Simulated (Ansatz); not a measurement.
Geometry optimisation, Ansatz 0.2.0, RKS CAM-B3LYP-D4/def2-SVP.

Input:

```yaml
crystal:
  periodic: [false, false, false]
  atoms:
    - { symbol: Si, position_ang: [-0.83432, 0.148718, -0.26249] }
    - { symbol: F, position_ang: [1.591126, -0.986538, 1.037352] }
    - { symbol: F, position_ang: [-0.352537, -1.077303, -1.162527] }
    - { symbol: F, position_ang: [-2.171071, 0.717572, -0.932648] }
    - { symbol: H, position_ang: [-1.09144, -0.219205, 1.126589] }
    - { symbol: H, position_ang: [2.136023, -0.386666, 0.619622] }
    - { symbol: Br, position_ang: [0.722118, 1.803522, -0.425999] }
basis:
  gaussian: { orbitals: def2-SVP }
hamiltonian:
  xc: cam_b3lyp
  dispersion: d4
relax:
  f_tol: 0.03
  max_steps: 50
output:
  orbitals: {}
```

Run as:

```bash
$ ansatz run input.yaml --threads 4 --pin off --max-ram 5120MiB --backend cpu --events-out ev --progress --plain --runs-dir out
```

**Question.** Where does it end, and by what steps?

**Answer.** It converged. After 5 steps the energy has fallen by 0.057 eV; H6 moved furthest, 0.13 Å.

```csv
step,energy less start (eV),largest force component (eV/Å),accepted
0,0.0000,0.749,yes
1,-0.0460,0.239,yes
2,-0.0549,0.185,yes
3,-0.0556,0.154,yes
4,-0.0561,0.109,yes
5,-0.0566,0.005,yes
```

```xyz
7
Properties=species:S:1:pos:R:3
Si -0.777 0.134 -0.249
F 1.495 -0.955 0.978
F -0.350 -1.095 -1.177
F -2.119 0.735 -0.890
H -1.045 -0.252 1.134
H 2.046 -0.292 0.633
Br 0.751 1.726 -0.430
```

Whether the end is a true minimum wasn't checked by a vibrational analysis.

The run took 18 s on 4 threads of Arm Neoverse N1, with other jobs on the host, peak memory 0.28 GiB.
